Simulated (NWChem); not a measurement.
Species: C₃H₄Cl₂; SMILES CC=C(Cl)Cl

```xyz
9

C     -0.9539     2.2620     0.0000
C     -1.1233     0.7833     0.0000
C     -0.1438    -0.1260     0.0000
Cl     1.5369     0.2740     0.0000
Cl    -0.4616    -1.8235     0.0000
H     -1.4377     2.7080    -0.8845
H      0.1050     2.5511     0.0000
H     -1.4377     2.7080     0.8845
H     -2.1407     0.3802     0.0000
```
Atoms are numbered in this order, from 1.

Level: PBE0/def2-SVP (NWChem), optimised geometry, unscaled harmonic frequencies. 

```tsv
frequency (cm⁻¹)	IR intensity (km/mol)
124	0.3
220	0.9
225	0.9
299	0.2
454	6.4
488	1.4
615	7.4
832	17.9
898	110.8
999	62.2
1043	0.1
1139	15.1
1284	19.5
1391	2.1
1450	7.6
1454	9.1
1734	28.5
3054	16.6
3129	5.9
3182	2.3
3205	2.8
```

* **zero-point energy**: 38.9 kcal/mol
* **thermal correction to the enthalpy at 298.15 K (with zero-point energy)**: 43.2 kcal/mol
* **heat capacity Cv**: 19.3 cal/(mol K)
* **entropy at 298.15 K and 1 atm (symmetry number 1)**: 78.3 cal/(mol K)
* **dipole moment**: 1.77 D

Rigid rotor and harmonic oscillator.
